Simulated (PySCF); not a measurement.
Zn(Et)2 (C4H10Zn), SMILES C[CH2][Zn][CH2]C.

The structure is a stationary point at PBE-D3(BJ)/def2-SVP. The isomer is the one that the SMILES or the coordinates give; other isomers of the formula were not compared. One conformer was computed; it need not be the lowest.

Calculation: PySCF with TDDFT-LC-ωPBE/def2-SVPD.

Vertical excitations. Gas-phase values at a fixed geometry. State labels are in the subgroup C2.

```csv
state,symmetry,energy (eV),λ (nm),f,main pairs
S1,A,5.74,216,0.000,HOMO→LUMO 91 %
S2,B,5.80,214,0.000,HOMO→LUMO+1 92 %
S3,B,6.61,188,0.244,HOMO→LUMO+2 91 %
S4,A,7.47,166,0.003,"HOMO→LUMO+3 51 %, HOMO−1→LUMO+2 39 %"
S5,B,7.65,162,0.121,HOMO−1→LUMO 87 %
S6,A,7.76,160,0.079,HOMO−1→LUMO+1 88 %
S7,A,8.49,146,0.003,"HOMO−1→LUMO+2 48 %, HOMO→LUMO+3 34 %"
S8,B,8.68,143,0.173,"HOMO→LUMO+4 51 %, HOMO→LUMO+6 16 %, HOMO−1→LUMO+3 14 %"
S9,B,8.81,141,0.036,"HOMO→LUMO+7 46 %, HOMO→LUMO+6 24 %, HOMO→LUMO+4 9 %"
T1,A,5.48,226,0,HOMO→LUMO 87 %
T2,B,5.55,223,0,HOMO→LUMO+1 87 %
T3,B,5.76,215,0,HOMO→LUMO+2 80 %
T4,B,6.70,185,0,HOMO−1→LUMO 78 %
```
Triplets are in the Tamm–Dancoff approximation, which puts them higher than full response would, so one can lie above its singlet here.
Roots above 8.7 eV, the ΔSCF ionisation energy, lie in the ionisation continuum and depend on the basis.
